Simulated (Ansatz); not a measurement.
Mulliken charges of C$_{2}$HClF$_{2}$Ti, SMILES `C#[C][Ti]([F])([F])[Cl]` from r2SCAN/def2-TZVPP in Ansatz (PBE0-D4/def2-TZVP geometry).

```csv
atom,x (Å),y (Å),z (Å),charge (e)
C1,1.277,-1.601,0.548,-0.201
C2,0.547,-0.693,0.207,-0.323
Ti3,-0.654,0.794,-0.382,1.153
F4,-2.097,0.100,-1.053,-0.323
F5,0.181,1.731,-1.581,-0.323
Cl6,-1.111,1.999,1.368,-0.203
H7,1.919,-2.399,0.848,0.220
```

**Question.** By hand: the dipole of these point charges (1 e Å = 4.8032 D).

**Answer.** Σ q r = (0.079, -0.064, 0.142) e Å, of length 0.175 e Å = 0.84 D.

**Question.** How does the dipole of the full density compare? (An estimate is asked.)

**Answer.** Computed: (0.222, -0.271, 0.119) e Å, 1.78 D; the point charges give 0.47 times that, at 37° from its direction.

Point charges leave out the atoms' own dipoles, such as those of lone pairs, and Mulliken's split depends on the basis, so the two needn't agree.
